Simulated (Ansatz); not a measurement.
C₄H₁₂Sn⁺, that is SnH3(nBu) with one electron fewer. The state is a doublet with charge 1. Geometry PBE-D4/def2-SVP, that of the neutral singlet; atoms count from 1.

```xyz
17

Sn    1.395   -1.812    1.753
H     3.114   -2.016    1.795
H     0.830   -1.483    3.358
H     0.669   -3.287    1.206
C     0.840   -0.173    0.425
C    -0.672    0.066    0.347
C    -1.078    1.252   -0.548
C    -0.745    1.073   -2.030
H     1.369    0.732    0.794
H     1.273   -0.413   -0.568
H    -1.180   -0.853   -0.023
H    -1.075    0.241    1.368
H    -2.172    1.418   -0.436
H    -0.593    2.177   -0.163
H    -1.097    1.936   -2.631
H     0.347    0.979   -2.203
H    -1.225    0.161   -2.444
```

In the def2 sets Sn takes a core potential; there is no spin–orbit coupling.

Q: Estimate the Mulliken populations from the PBE0/def2-TZVP orbitals of Ansatz.

A: 
```
atom  charge (e)  spin (α − β)
 Sn1        0.43          0.15
  H2        0.07          0.05
  H3        0.05          0.02
  H4        0.05          0.03
  C5       -0.37          0.50
  C6       -0.24          0.04
  C7       -0.17          0.12
  C8       -0.41          0.01
  H9        0.21          0.01
 H10        0.22          0.01
 H11        0.17          0.01
 H12        0.18          0.01
 H13        0.18          0.02
 H14        0.15          0.00
 H15        0.18          0.01
 H16        0.14          0.00
 H17        0.15          0.00
```
Mulliken values depend strongly on the basis.

Q: Where does the spin sit?

A: Summed by element: Sn 0.15, H 0.18, C 0.66, of 1 unpaired in all. Largest on single atoms: C5 0.50, Sn1 0.15, C7 0.12.

Q: And the Mayer bond orders between heavy atoms (over 0.3)?

A: Sn1–C5 0.55 (2.18 Å); C5–C6 1.07 (1.53 Å); C6–C7 0.88 (1.54 Å); C7–C8 1.01 (1.53 Å).
